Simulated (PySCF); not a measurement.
Isomers C$_{5}$H$_{8}$O$_{2}$Si:

A. `CC#CC(=O)CO[SiH3]`
B. SMILES CC#CC(=O)C[SiH2]O
C. `InChI=1S/C5H8O2Si/c1-4-2-5(8-6)3-7-4/h2-3,6H,8H2,1H3`

Spectrum 1. ¹H NMR (400 MHz, computed): δ 7.44 (m, 1H), 6.15 (m, 1H), 5.51 (s, 2H), 2.44 (s, 3H), 1.03 (br s, 1H). ¹³C{¹H} NMR (computed): δ 158.9 (C), 151.6 (CH), 122.5 (C), 115.4 (CH), 16.1 (CH3).

Spectrum 2. ¹H NMR (400 MHz, computed): δ 5.01 (s, 3H), 4.07 (s, 2H), 2.32 (s, 3H). ¹³C{¹H} NMR (computed): δ 192.7 (C), 107.6 (C), 83.8 (C), 74.8 (CH2), 5.6 (CH3).

Spectrum 3. ¹H NMR (400 MHz, computed): δ 5.02 (t, 2H), 3.55 (br s, 1H), 2.51 (t, 2H), 2.24 (s, 3H). ¹³C{¹H} NMR (computed): δ 194.1 (C), 99.7 (C), 87.3 (C), 41.2 (CH2), 5.2 (CH3).

No solvent, one conformer, non-relativistic, equivalent nuclei averaged. NMR shieldings at PBE0/pcSseg-1/GIAO; coordinates at the GFN2-xTB level; PySCF 2.14.0 with density-fitted response routines.

Shifts are taken against calculated references (same method and geometry level): TMS for ¹H and ¹³C. Where no couplings were computed, multiplicities follow the n + 1 count of equivalent neighbours, and m marks all less simple cases (inequivalent or close neighbours, rings, F or P nearby). Shifts are as computed. Against solution values, carbons near 30 ppm lie about +3 ppm off and those near 130 ppm about +5 ppm. Of 1309 compounds with measured shifts, 239 miss one by over three times the rms of a fit or turn the order of signals round; such compounds aren't used in these exercises. OH and NH positions are gas-phase values without hydrogen bonding to other molecules.

Task: Which spectrum belongs to which compound?

Result: 1–C, 2–A, 3–B.

- Spectrum 1 (C): 5 ¹³C signals; δC 16.1 is a methyl carbon on an aromatic ring; δH 7.44 is the hydrogen on an aromatic CH next to the ring oxygen.
- Spectrum 2 (A): 5 ¹³C signals; δC 83.8 is an alkyne carbon; δC 74.8 is an sp3 CH2 bonded to O, α to a carbonyl.
- Spectrum 3 (B): 5 ¹³C signals; δC 99.7 is an alkyne carbon; δC 87.3 is an alkyne carbon.
